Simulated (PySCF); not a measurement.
**Basis-set dependence of population analyses: `CN(C)BN`**

C₂H₉BN₂.
Structure used (PBE0-D3(BJ)/def2-SVP), in Å, numbered top down from 1:
```
atom  x, y, z in Å
C1    -1.3699   -1.0542    0.0438
N2    -0.2798   -0.1470    0.2805
C3    -0.6763    1.0846    0.9032
B4     1.0534   -0.4702   -0.0797
N5     2.1669    0.3706    0.1350
H6    -1.0007   -1.9682   -0.4393
H7    -2.1419   -0.6072   -0.6125
H8    -1.8757   -1.3444    0.9853
H9    -1.4021    1.6438    0.2816
H10   -1.1578    0.9119    1.8850
H11    0.1855    1.7442    1.0725
H12    1.2498   -1.5445   -0.6075
H13    3.0913    0.0894   -0.1538
H14    2.1372    1.2868    0.5593
```

PBE0 throughout (PySCF), one geometry, spherical d and f functions. Geometry: PBE0-D3(BJ)/def2-SVP; no solvent, vibrations or thermal averaging. Atoms taken as equivalent share a column and are averaged.

Mulliken charges (e):

| basis | functions | C1/C3 | N2 | B4 | N5 | H6 (×6) | H12 | H13/H14 |
| --- | --- | --- | --- | --- | --- | --- | --- | --- |
| STO-3G | 34 | -0.143 | -0.306 | +0.277 | -0.480 | +0.080 | -0.075 | +0.193 |
| 6-31G | 63 | -0.308 | -0.586 | +0.541 | -0.879 | +0.162 | -0.071 | +0.321 |
| pcSseg-0 | 63 | -0.386 | -0.869 | +0.604 | -0.882 | +0.218 | -0.012 | +0.311 |
| 6-31G* | 88 | -0.376 | -0.364 | +0.317 | -0.826 | +0.167 | -0.059 | +0.340 |
| cc-pVDZ | 115 | +0.016 | -0.195 | -0.076 | -0.070 | +0.036 | -0.080 | +0.085 |
| def2-SVP | 115 | +0.065 | -0.316 | -0.027 | -0.166 | +0.033 | -0.064 | +0.122 |
| 6-311+G(2d,p) | 189 | -0.448 | -0.047 | +0.438 | -0.725 | +0.134 | -0.031 | +0.229 |
| aug-cc-pVDZ | 196 | +0.783 | -0.365 | -0.488 | +0.012 | -0.197 | +0.520 | -0.030 |
| def2-TZVP | 209 | -0.292 | -0.061 | +0.051 | -0.538 | +0.117 | -0.028 | +0.231 |
| IGLO-III | 265 | -0.336 | -0.164 | +0.442 | -0.555 | +0.112 | -0.112 | +0.194 |
| cc-pVTZ | 276 | -0.200 | -0.024 | -0.047 | -0.290 | +0.085 | -0.045 | +0.148 |
| pcSseg-2 | 306 | +0.129 | -0.574 | +0.513 | -0.489 | +0.020 | -0.126 | +0.149 |

IAO charges (e):

```
        basis  functions   C1/C3      N2      B4      N5  H6 (×6)     H12  H13/H14
       STO-3G         34  -0.304  -0.219  +0.120  -0.479   +0.129  -0.017   +0.215
        6-31G         63  -0.316  -0.239  +0.121  -0.585   +0.138  -0.017   +0.263
     pcSseg-0         63  -0.296  -0.244  +0.101  -0.541   +0.132  -0.022   +0.252
       6-31G*         88  -0.287  -0.257  +0.143  -0.584   +0.129  -0.024   +0.259
      cc-pVDZ        115  -0.286  -0.247  +0.116  -0.572   +0.129  -0.019   +0.260
     def2-SVP        115  -0.276  -0.245  +0.117  -0.561   +0.125  -0.024   +0.257
6-311+G(2d,p)        189  -0.297  -0.259  +0.130  -0.609   +0.134  -0.018   +0.272
  aug-cc-pVDZ        196  -0.296  -0.255  +0.123  -0.606   +0.134  -0.017   +0.272
    def2-TZVP        209  -0.296  -0.259  +0.132  -0.605   +0.133  -0.019   +0.271
     IGLO-III        265  -0.298  -0.260  +0.131  -0.610   +0.134  -0.018   +0.273
      cc-pVTZ        276  -0.297  -0.258  +0.131  -0.602   +0.134  -0.019   +0.270
     pcSseg-2        306  -0.296  -0.260  +0.134  -0.608   +0.134  -0.019   +0.271
```

Some averages cover members that differ in this geometry, most widely: H6 (×6), Mulliken in aug-cc-pVDZ -0.425 to -0.072; C1/C3, Mulliken in aug-cc-pVDZ +0.644 to +0.921; H13/H14, Mulliken in aug-cc-pVDZ -0.073 to +0.014; C1/C3, Mulliken in 6-311+G(2d,p) -0.490 to -0.406 e.

Question: Which scheme is steadiest as the basis changes?

Answer: Largest range over the bases for any column: IAO 0.13 e, Mulliken 1.23 e. IAO charges move least and Mulliken charges most, counted in e. Without the minimal STO-3G basis the ranges are IAO 0.07, Mulliken 1.23 e.

Question: How much do the charges still move between the two largest bases, cc-pVTZ and pcSseg-2?

Answer: At most, over all atoms: Mulliken 0.559 e, IAO 0.006 e.

Question: What do the same runs give for the total energy, the frontier levels and the dipole moment?

Answer: 
```
        basis  energy (Eh)  HOMO (eV)  LUMO (eV)  μ (D)
       STO-3G    -213.1167      -3.63       5.88   1.35
        6-31G    -215.7279      -5.86       2.52   1.36
     pcSseg-0    -215.3049      -6.02       2.13   1.47
       6-31G*    -215.7780      -5.92       2.49   1.33
      cc-pVDZ    -215.7966      -5.98       1.86   1.34
     def2-SVP    -215.6333      -6.06       1.80   1.37
6-311+G(2d,p)    -215.8534      -6.25       0.14   1.20
  aug-cc-pVDZ    -215.8147      -6.23      -0.12   1.17
    def2-TZVP    -215.8691      -6.23       1.03   1.22
     IGLO-III    -215.8771      -6.24       0.62   1.19
      cc-pVTZ    -215.8655      -6.19       1.18   1.25
     pcSseg-2    -215.8733      -6.26       0.58   1.21
```

The dipole is fixed by the density alone, so its range of 0.30 D shows that the density itself changes with the basis, not only its division among atoms.
